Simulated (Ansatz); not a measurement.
Input file for Ansatz (a program for electronic structure): R-CCSD(T)/aug-cc-pVQZ on H2 (SMILES [H][H]) with ghost functions, monomers drawn apart or pushed together.

Ansatz 0.2 input:
```yaml
crystal:
  periodic: [false, false, false]
  atoms:
    - {symbol: H, position_ang: [0.01918998, 0.21921854, -0.28211616]}
    - {symbol: H, position_ang: [0.18702023, -0.10958982, -0.92801742]}
basis:
  gaussian:
    orbitals: aug-cc-pVQZ
    ghost_atoms:
      - {symbol: H, position_ang: [-0.25290680, 0.21984943, 3.44481350]}
      - {symbol: H, position_ang: [-0.00655037, -0.35778614, 3.04587417]}
magnetization: {spin_polarized: false}
correlation: {method: ccsd_t, electrons: outside_noble_gas}
scf: {lower_state_search: off}
```

It printed:

```
WARN ansatz: RAYON_NUM_THREADS=1 ignored (pool sized by the plan → 1); use --threads N
Functional definition: HF
these checks for a lower state are left out or cut short: stability, starts, cluster_reference, orbital_swaps, neighbouring_geometries, increment
integrals: 0.63 GiB planned
1044 factors; integrals over basis functions are off by at most 4.6e-4 eV
mean field: 0.30 GiB planned
mean field evaluation 1: about -30.7511 eV, gradient 3.6e0 eV
mean field evaluation 2: about -30.7511 eV, gradient 3.6e0 eV
mean field evaluation 4: about -30.8423 eV, gradient 7.0e-2 eV
mean field evaluation 8: about -30.8424 eV, gradient 2.1e-7 eV
mean field -30.84237388 eV, -1.1334363342 hartree, gradient 2.1e-7 eV, S^2 0.000000; 0 other end points of the search recorded, 0 dependent functions left out
reference -30.84237388 eV, -1.1334363342 hartree; 1, 1 occupied and 183, 183 virtual orbitals, 1044 factors
second order -0.90520765 eV of doubles, -0.00000000 eV of singles
coupled cluster: 2.04 GiB planned
cycle   1  -1.03309437 eV  change   -1.3e-1 eV  update   2.5e-2
cycle   2  -1.10028194 eV  change   -6.7e-2 eV  update   9.1e-3
cycle   3  -1.09981312 eV  change    4.7e-4 eV  update   1.1e-3
cycle   4  -1.10020996 eV  change   -4.0e-4 eV  update   2.4e-4
cycle   5  -1.10018131 eV  change    2.9e-5 eV  update   3.8e-5
cycle   6  -1.10016865 eV  change    1.3e-5 eV  update   9.0e-6
cycle   7  -1.10016766 eV  change    1.0e-6 eV  update   2.4e-6
perturbative correction -0.00000000 eV, -0.0000000000 hartree
Total energy: -31.94254153 eV, -1.1738667499 hartree
Checks for a lower state left out: stability, starts, cluster_reference, orbital_swaps, neighbouring_geometries, increment
```

Self-consistency was reached.

Cost: around 7 core-seconds (rough).
